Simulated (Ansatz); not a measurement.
`[SiH3][N]([SiH3])[Ag]`, relaxed with RKS PBE-D4/def2-SVP in the Gaussian-basis code of Ansatz from a rough embedded geometry. The force threshold is 0.03 eV/Å; the program also tests the step.

Charge 0, multiplicity 1. Ag: def2 effective core potential.

Start:

```xyz
10

Si   -0.667    0.560   -1.120
N     0.038   -0.853   -0.352
Si    0.992   -0.255    1.006
Ag   -1.429   -2.181    0.357
H    -1.542    0.092   -2.285
H    -1.604    1.273   -0.181
H     0.324    1.502   -1.638
H     1.695   -1.333    1.672
H     2.042    0.719    0.545
H     0.152    0.477    1.996
```

Q: By how much does the energy fall, and how many steps does the optimiser take? (An estimate is asked.)

A: Ansatz gave: 27.09 kJ/mol, in 6 steps.

Q: Which bonds change most? (Estimate.)

A: Computed: Si3–H8 from 1.449 to 1.509 Å; Si1–H7 from 1.461 to 1.512 Å; N2–Ag4 from 2.102 to 2.053 Å; Si3–H10 from 1.490 to 1.514 Å.

Q: Give the relaxed structure. (Best estimate.)

A: Ansatz gave: 
```xyz
10

Si   -0.820    0.592   -1.197
N    -0.173   -0.575   -0.071
Si    1.054   -0.260    1.130
Ag   -1.420   -2.149    0.356
H    -1.370   -0.100   -2.420
H    -1.941    1.456   -0.656
H     0.293    1.522   -1.622
H     1.782   -1.533    1.489
H     2.048    0.725    0.558
H     0.547    0.323    2.432
```
